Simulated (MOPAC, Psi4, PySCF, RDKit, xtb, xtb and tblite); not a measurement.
Two geometries of SMILES C#CC[SiH2]B(O)O, singlet, relaxed at GFN2-xTB with one dihedral held; other torsions can differ between them too.

Structure A

```
14

C      2.4749     0.0535     0.9383
C      1.8206    -0.4936     0.0965
C      1.0276    -1.0843    -0.9497
Si    -0.4853     0.0451    -1.3828
B      0.1556     1.4954    -2.5633
O      1.3696     2.1088    -2.4525
O     -0.6421     1.9196    -3.5657
H      3.0485     0.4890     1.7006
H      0.6791    -2.0601    -0.6085
H      1.6557    -1.2502    -1.8282
H     -1.4871    -0.8615    -1.9692
H     -1.0413     0.4622    -0.0820
H      1.9463     1.8221    -1.7456
H     -0.2705     2.6214    -4.1063
```

Structure B

```
14

C     -1.5275    -5.0482    -2.1319
C     -1.0876    -3.9564    -1.9117
C     -0.5626    -2.6419    -1.6523
Si     1.2737    -2.4419    -2.2109
B      1.5831    -0.6771    -3.0368
O      2.8554    -0.3295    -3.3435
O      0.5283     0.1343    -3.2937
H     -1.9122    -6.0045    -2.3239
H     -1.1841    -1.9121    -2.1772
H     -0.6516    -2.4343    -0.5839
H      1.5630    -3.5650    -3.1241
H      2.1013    -2.7263    -1.0207
H      3.0046     0.5235    -3.7615
H      0.6971     0.9820    -3.7134
```

Problem. Which is lower in energy at the level B3LYP-D3(BJ)/def2-SVP // GFN2-xTB run with Psi4 1.11, and by how much?

Solution. A is lower, by 5.67 kcal/mol (dihedral C2–C3–Si4–B5: 80° in A, 140° in B).

E(B) − E(A) in kcal/mol at the other levels, on the same two geometries: GFN2-xTB (xtb and tblite) 1.12; B3LYP/def2-SVP // GFN2-xTB (Psi4) 4.98; PBE/def2-SVP // GFN2-xTB (Psi4) 5.41; PBE-D3(BJ)/def2-SVP // GFN2-xTB (Psi4) 5.82; UFF // GFN2-xTB (RDKit) 0.86; PM6, restricted, heats of formation // GFN2-xTB (MOPAC) 1.51; AM1, restricted, heats of formation // GFN2-xTB (MOPAC) -1.53; GFN1-xTB // GFN2-xTB (xtb) -0.34; restricted B3LYP/6-31G*, spherical d, density fitting // GFN2-xTB (PySCF) 5.30; restricted Hartree-Fock/LANL2DZ, with its core potentials past Ne // GFN2-xTB (PySCF) 5.28; restricted B3LYP/LANL2DZ, with its core potentials past Ne // GFN2-xTB (PySCF) 5.83; restricted LDA (SVWN5)/6-31G*, spherical d, density fitting // GFN2-xTB (PySCF) 6.25.
